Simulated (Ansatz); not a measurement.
Saddle point of SnNH6F, closed shell (SnNH₅ ([NH2][SnH3]) + HF → SnH₃F ([F][SnH3]) + NH₃; bonds formed: Sn1–F7, N2–H6; bonds broken: Sn1–N2, H6–F7), PBE0-D4/def2-TZVP structure:

Sn1  (-0.802, 0.493, -0.433)
N2  (0.971, -0.119, 0.625)
H3  (-0.560, 0.361, -2.103)
H4  (-0.737, 2.180, -0.037)
H5  (-2.176, -0.147, 0.319)
H6  (0.665, -1.184, 0.197)
F7  (-0.142, -1.831, -0.479)
H8  (0.939, -0.018, 1.630)
H9  (1.842, 0.265, 0.282)
(Å)

Energies are electronic, without zero-point energy. Barriers and step energies count from the start structure reached by relaxing down the imaginary mode; all methods use the PBE0-D4 structures, on which another method's saddle can fall below an end. Program: Ansatz 0.2.0. Basis: def2-TZVPP, with def2-QZVPP for the basis limit. Cores are frozen in the correlated methods. Filled d shells of the heavier atoms are correlated. Core potentials replace the inner electrons of the atoms past krypton. The def2 sets are not built for correlating such inner shells, so the correlated values are less sure here. B3LYP uses VWN-RPA correlation. Extrapolation: Hartree–Fock as exp(−7.88 √X), correlation as X^−2.97.

```csv
method,barrier (eV),step energy (eV)
SPW92,0.071,-0.227
PBE-D4,0.217,-0.357
BLYP-D4,0.265,-0.421
r2SCAN-D4,0.215,-0.448
B97M-V,0.253,-0.623
PBE0-D4,0.302,-0.359
B3LYP-D4,0.321,-0.418
r2SCAN0-D4,0.295,-0.419
BHLYP-D4,0.389,-0.463
CAM-B3LYP-D4,?,-0.422
wB97X-V,0.308,-0.455
wB97M-V,0.300,-0.458
B2PLYP,0.356,-0.395
PBE-QIDH,?,-0.344
RPA on PBE,0.407,-0.352
HF,0.594,-0.581
MP2,?,-0.283
CCSD,0.455,-0.360
CCSD(T),0.414,-0.336
```

(1) Fill in the withheld barriers. (Judge from chemistry; the value comes from the calculation.)

T1 diagnostic: at most 0.013.

## Answers

(1) The calculation gives: PBE-QIDH 0.364; CAM-B3LYP-D4 0.307; MP2 0.406 eV. Each is the energy of the saddle less that of the start structure, by the same method.

For comparison, the barrier by CCSD(T) at an estimated basis limit (MP2 extrapolated from triple and quadruple zeta, plus CCSD(T) − MP2 in triple zeta) is 0.347 eV.

Steps of this kind, hydrogen fluoride cutting a network bond, underlie vapour etching and the fluorination step of atomic layer etching.

Labels in which every atom is bracketed show which atoms are joined, not bond orders.

For scale, one of the runs: CCSD(T)/def2-TZVPP, 196 basis functions, launched by `ansatz run in.yaml --threads 4 --pin off --events-out ev --progress --plain --max-ram 9574MiB`. Hardware: 4 CPU threads of an Intel Xeon, shared host. Wall time 85 s; peak host memory 2.7 GiB.
